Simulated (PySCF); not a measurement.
# S⁺ (sulfur, charge +1) across methods

[Ne] 3s1 3p4, high-spin 4P determinant (an excited configuration). Computed with PySCF 2.14 in x2c-TZVPPall with one added diffuse shell each of s, p, d type (6s6p4d1f, 51 functions), with the spin-free X2C one-electron Hamiltonian (Gaussian nucleus).

```tsv
method	E (hartree)	mean ε 3s α (eV)	mean ε 3p α (eV)	mean ε 3p β (eV)	Σ⟨r²⟩ (bohr²)	⟨S²⟩
M06-2X	-398.4249	-33.964	-21.310	-17.633	21.50	3.755
TPSSh	-398.4559	-31.111	-19.348	-16.167	21.40	3.753
B3LYP	-398.4524	-31.644	-19.693	-16.673	21.50	3.753
r2SCAN	-398.4238	-30.885	-19.139	-15.734	21.42	3.756
PBE	-398.2708	-29.646	-18.554	-15.732	21.46	3.753
LDA	-397.0334	-29.526	-18.536	-15.682	21.53	3.753
PBE0	-398.2988	-32.336	-20.163	-16.727	21.44	3.753
PW91	-398.4302	-29.689	-18.601	-15.777	21.44	3.753
UHF	-397.85921	-39.760	-24.370	-18.283	21.79	3.761
```
